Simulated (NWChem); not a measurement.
# BeN$_{2}$H$_{4}$; SMILES [NH2][Be][NH2]

```xyz
7

Be     0.0000     0.0000     0.0000
N      0.0000     0.0000     1.5013
H     -0.5835     0.5835     2.0907
H      0.5835    -0.5835     2.0907
N      0.0000     0.0000    -1.5013
H     -0.5835    -0.5835    -2.0907
H      0.5835     0.5835    -2.0907
```
Atoms are numbered in this order, from 1.

Geometry: optimised at PBE0/def2-SVP.

**Question.** Give the principal values of the shielding tensors (ppm) of Be1, N2 from LDA (Slater exchange, VWN5)/pcSseg-1, GIAO (NWChem), with their diamagnetic and paramagnetic parts as GIAO splits them.

**Answer.** 
```
atom    σ11    σ22    σ33  isotropic  diamagnetic  paramagnetic
----  -----  -----  -----  ---------  -----------  ------------
Be1    63.0   63.0  146.6       90.9        150.2         -59.3
N2    212.2  242.8  282.0      245.6        315.4         -69.8
```
